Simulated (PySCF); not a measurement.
**Oscillator strengths, rates and cross-sections**

Compound: C6H14Si.
Numbering: `[CH3:1][CH2:2][C@H:3]1[CH2:4][CH2:5][CH2:6][SiH2:7]1` (hydrogens: H8, H9, H10 on C1; H11, H12 on C2; H13 on C3; H14, H15 on C4; H16, H17 on C5; H18, H19 on C6; H20, H21 on Si7)

Geometry (GFN2-xTB, Å), atoms numbered from 1 in this order:
```xyz
21
C6H14Si angstrom
C      2.687    0.633   -0.316
C      1.720   -0.193    0.521
C      0.350   -0.313   -0.137
C     -0.587   -1.241    0.646
C     -2.012   -1.013    0.151
C     -2.298    0.490    0.207
Si    -0.652    1.309   -0.295
H      2.832    0.176   -1.292
H      2.296    1.637   -0.464
H      3.655    0.707    0.175
H      1.610    0.269    1.506
H      2.140   -1.192    0.674
H      0.495   -0.746   -1.133
H     -0.294   -2.288    0.536
H     -0.534   -0.989    1.709
H     -2.088   -1.360   -0.883
H     -2.730   -1.581    0.746
H     -3.143    0.751   -0.426
H     -2.570    0.771    1.225
H     -0.650    1.850   -1.657
H     -0.235    2.339    0.662
```

Theory: PySCF, TDDFT PBE0/def2-SVPD, vertical, gas phase, core orbitals frozen in the response.

A / s⁻¹ = 0.6670 f (ν̃ / cm⁻¹)² and τ = 1/A in vacuum; |μ| follows from f = (2/3) ΔE |μ|² (atomic units, 1 au = 2.5417 D); ∫σ dE = 109.76 f Mb·eV.

These lifetimes count emission to the ground state at the vertical energy alone; relaxation of the geometry and all other decay channels are left out.

Energies and rates of the computed singlets with f of 0.002 or more:

```tsv
state	E (eV)	A (s⁻¹)
S1	7.17	1.22×10⁷
S2	7.32	7.64×10⁷
S3	7.83	9.49×10⁷
S4	7.85	1.50×10⁸
S5	7.96	1.44×10⁷
S6	8.04	4.18×10⁸
```

**Question.** Which f and |μ| stand behind these rates?

**Answer.** f = A / (0.6670 ν̃²), and |μ| follows from f:

| state | f | \|μ\| (D) | τ | main configurations (H = HOMO, L = LUMO) |
| --- | --- | --- | --- | --- |
| S1 | 0.0055 | 0.45 | 82 ns | H→L (96%) |
| S2 | 0.033 | 1.09 | 13 ns | H→L+1 (94%) |
| S3 | 0.036 | 1.10 | 11 ns | H→L+2 (51%), H-1→L+1 (39%) |
| S4 | 0.056 | 1.37 | 6.7 ns | H-1→L (85%) |
| S5 | 0.0052 | 0.42 | 70 ns | H→L+3 (52%), H→L+4 (30%), H-1→L (8%) |
| S6 | 0.149 | 2.21 | 2.4 ns | H-1→L+1 (43%), H→L+2 (34%), H→L+3 (9%) |

**Question.** How much energy does a mole of photons resonant with S6 carry?

**Answer.** 8.039 eV × 96.485 = 776 kJ/mol (185 kcal/mol).

**Question.** Suppose S1 emitted 0.3 eV lower with the same transition dipole. How would A change?

**Answer.** At fixed |μ|, A goes as the cube of the energy: (6.87/7.17)³ = 0.88, which makes τ about 93 ns.

**Question.** What is the integrated cross-section of all computed states together?

**Answer.** Σf = 0.284 over S1 to S6, so 109.76 × Σf ≈ 31.2 Mb·eV.

One conformer stands for the species.

Without π bonds the low states may be Rydberg-like; a valence basis with one diffuse set may place them up to an eV too high.
